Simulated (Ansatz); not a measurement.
**Isomers of CHBFNO**

2 of its isomers, all singlets with charge 0: A = `O=C=NBF`; B = `[H]/N=C1/OB1F`.

Shapes, held fixed at every level: PBE0-D4/def2-TZVP. Flexible molecules stand in one conformer, not always the lowest. Programs: Ansatz 0.2.0.

Electronic energies in kJ/mol, without zero-point or thermal terms.

```json
{"level": "HF/def2-SVP", "kind": "Hartree–Fock", "B − A": "+224.1"}
{"level": "BHLYP-D4/def2-TZVPP", "kind": "global hybrid", "B − A": "+188.5"}
{"level": "PBE0-D4/def2-TZVPP", "kind": "global hybrid", "B − A": "+166.8"}
{"level": "r2SCAN0-D4/def2-TZVPP", "kind": "global hybrid", "B − A": "+173.9"}
{"level": "CCSD(T)/def2-SVP", "kind": "coupled cluster or CI", "B − A": "+178.8"}
{"level": "CCSD/def2-SVP", "kind": "coupled cluster or CI", "B − A": "+179.8"}
{"level": "CCSD(T)/CBS estimate", "kind": "coupled cluster or CI", "B − A": "+162.8"}
```

The highest level, CCSD(T)/CBS estimate, puts A lowest of these. All levels agree on that. The B − A difference spans +162.8 to +224.1 kJ/mol over the levels. The CBS estimate extrapolates MP2 from def2-TZVPP and def2-QZVPP and adds CCSD(T) − MP2 in the triple-zeta set, cores frozen.
